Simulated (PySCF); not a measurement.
# C₆ coefficients of unlike pairs at TPSSh

Calculated with PySCF 2.14 from the dipole response of each species, C₆(A,B) = (3/π) ∫ α_A(iu) α_B(iu) du, in atomic units, from isotropic polarisabilities. For ions this is the dispersion term alone; charge-induced terms of lower order in 1/R come first.

```
species                configuration                                                               basis      relativity  α (bohr³)  C₆ (like pair)
   Sr²⁺                    [Kr] (1S)                                              dyall-av2z (22s16p11d)            none      5.936           29.06
   Al²⁺                [Ne] 3s1 (2S)                                            dyall-acv3z (19s12p6d4f)            none      14.81           41.34
     Rb                [Kr] 5s1 (2S)  def2-TZVPPD with the def2 core potential (28 electrons) (6s4p3d1f)  core potential      459.5            7911
     Pb  [Xe] 4f14 5d10 6s2 6p2 (3P)                         aug-cc-pwCVTZ-PP with ECP60MDF (8s7p6d4f1g)  core potential      66.08           781.4
```

(1) Estimate C₆ for Pb with Rb.

No spin-orbit coupling is included, so Pb, close to jj coupling, stand for model states.

The other pairs:

```tsv
pair	C₆
Rb, Al²⁺	441.6
Pb, Sr²⁺	126.9
Al²⁺, Sr²⁺	27.90
Pb, Al²⁺	179.1
Rb, Sr²⁺	223.6
```

## Answers

(1) The integral gives 1930. The combination rule 2 C_A C_B / (C_A α_B/α_A + C_B α_A/α_B) gives 1881 and the geometric mean 2486.
